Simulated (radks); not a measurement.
Species: La I. Configuration: [Xe] 5d1 6s2 (the NIST ground configuration). All-electron calculation, scalar-relativistic Kohn-Sham, r2SCAN, spin-polarised, spherical densities, finite nucleus; open shells are filled with parallel spins first (spin-orbit coupling, left out, can overturn this in heavy ions); meta-GGA in the generalised Kohn-Sham scheme; Fermi nuclear charge, rms radius 4.855 fm; hard spherical wall at 4 bohr. Program: a radial shooting solver on a logarithmic mesh with Libxc functionals.

Radial electron density D(r) = 4 pi r^2 rho(r):

r (bohr)  D(r) (e/bohr)    spin D(r)
0.002239          9.735  -0.00000891
0.002565          12.01   -0.0000111
0.002916          14.56   -0.0000136
0.00334           17.76   -0.0000169
0.003827          21.52   -0.0000210
0.004384          25.85   -0.0000261
0.004983          30.47   -0.0000321
0.005709          35.92   -0.0000401
0.006541          41.84   -0.0000505
0.007434          47.71   -0.0000632
0.008517          54.04   -0.0000812
0.009758          60.17    -0.000106
0.01118           65.72    -0.000140
0.01271           70.03    -0.000185
0.01456           73.25    -0.000250
0.01668           74.78    -0.000341
0.01895           74.59    -0.000456
0.02172           72.83    -0.000612
0.02488           70.06    -0.000803
0.0285            67.25     -0.00101
0.0324            65.67     -0.00118
0.03712           66.26     -0.00124
0.04252           69.95     -0.00101
0.04833           76.18    -0.000311
0.05537           84.60      0.00130
0.06344           92.62      0.00422
0.07268           97.56      0.00889
0.0826            97.50       0.0151
0.09464           92.13       0.0236
0.1084            83.32       0.0334
0.1232            75.40       0.0422
0.1412            71.29       0.0491
0.1618            73.40       0.0508
0.1853            79.57       0.0451
0.2106            84.12       0.0330
0.2413            82.13       0.0163
0.2765            71.06      0.00233
0.3142            55.31    -0.000714
0.36              39.50       0.0132
0.4124            30.62       0.0450
0.4725            29.88       0.0857
0.537             33.02        0.115
0.6153            34.77        0.119
0.7049            31.76       0.0871
0.8012            25.43       0.0375
0.9179            18.07     -0.00669
1.052             12.68     -0.00454
1.205             9.853       0.0696
1.369             8.585        0.201
1.569             7.520        0.377
1.797             6.272        0.541
2.043             5.116        0.631
2.34              4.168        0.618
2.681             3.347        0.487
3.072             2.191        0.280
3.491            0.8040       0.0907

D(r) has 4 maxima, at r = 0.0175, 0.0775, 0.219, 0.605 bohr, and minima at 0.0337, 0.145, 0.447 bohr, inside which lie 1.96, 11.19, 28.94 electrons.
